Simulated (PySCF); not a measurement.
**Question.** What does the PBE0-D3(BJ)/def2-SVP structure of `B[C@H]1CC=CCCC1` look like in three dimensions?

**Answer.** 
```xyz
21
C7H13B angstrom
B     -1.7796   -0.3980    0.1149
C     -0.9055   -0.5315   -1.1674
C     -0.2100    0.7676   -1.5973
C      0.7378    1.3115   -0.5626
C      1.7726    0.6447   -0.0366
C      2.1923   -0.7529   -0.4012
C      1.1206   -1.8335   -0.2434
C     -0.0212   -1.7784   -1.2531
H     -2.2644    0.6703    0.4184
H     -2.0830   -1.3754    0.7649
H     -1.7549   -0.6987   -1.8796
H     -0.9727    1.5280   -1.8206
H      0.3385    0.5978   -2.5442
H      0.5634    2.3368   -0.2183
H      2.3832    1.1637    0.7106
H      2.5464   -0.7626   -1.4506
H      3.0659   -1.0319    0.2073
H      1.6111   -2.8172   -0.3328
H      0.7081   -1.7879    0.7803
H      0.4027   -1.8618   -2.2714
H     -0.6544   -2.6696   -1.1110
```

Any rigid rotation of these coordinates is as good. Atoms count from 1 in this order. Of the pairs four or more bonds apart, H13···H20 is among the closest relative to their van der Waals radii: 2.48 Å, 103 % of the sum of Bondi's values. The 7-membered ring C2–C3–C4–C5–C6–C7–C8 has internal angles of 113.5° to 125.7°; it is puckered, 0.27 Å rms from its mean plane, widest ring torsion 76°. The C–C distances run from 1.339 Å (C4=C5, drawn double) to 1.535 Å (C2–C3, drawn single), a spread of 0.196 Å. B1 (three-coordinate boron) is planar (angles 120.8°, 120.4° and 118.4°, sum 359.7°, 0.04 Å off the plane of its three neighbours).

Bonds between heavy atoms (Å): B1–C2 1.558, C2–C3 1.535, C3–C4 1.505, C4=C5 1.339, C5–C6 1.504, C6–C7 1.530, C7–C8 1.525, C2–C8 1.531.

Method: PBE0-D3(BJ)/def2-SVP geometry optimisation, gas phase (PySCF).

Point group: C1 (no symmetry element, even within 0.4 Å). Not checked by PBE0-D3(BJ)/def2-SVP frequencies. The numbers are those of one conformer (H–B1–C2–C3 26° and -160°, B1–C2–C3–C4 61°, C2–C3–C4–C5 57°, C4–C5–C6–C7 -57°, C5–C6–C7–C8 71°).
